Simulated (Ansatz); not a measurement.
Basis-set extrapolation for C$_{2}$H$_{4}$BNO, SMILES `N=C1BCO1` (PBE0-D4/def2-TZVP geometry, frozen core, the Gaussian-basis code of Ansatz). Multiplicity 1, RHF reference.

|  | def2-TZVPP | def2-QZVPP |
| --- | --- | --- |
| HF | -232.081090 | -232.091603 |
| MP2 correlation | -0.842953 | -0.902407 |
| CCSD(T) correlation | -0.907648 | not run |

Energies in hartree. Use E(X) = E(∞) + A·exp(−7.88·√X) for Hartree–Fock and E(X) = E(∞) + B·X^(−2.97) for correlation, with X = 3 and 4, and add CCSD(T) minus MP2 of the smaller set to the MP2 limit.

Question: What is the CCSD(T) energy at the basis-set limit?

Answer: HF limit: -232.091603 + (-0.010513) × 0.13774 = -232.09305. MP2 limit: -0.902407 + (-0.059454) × 0.74074 = -0.94645. Higher-order term: -0.907648 − (-0.842953) = -0.06470. Total: -233.10420 hartree, 72.5 kcal/mol below CCSD(T)/def2-TZVPP.
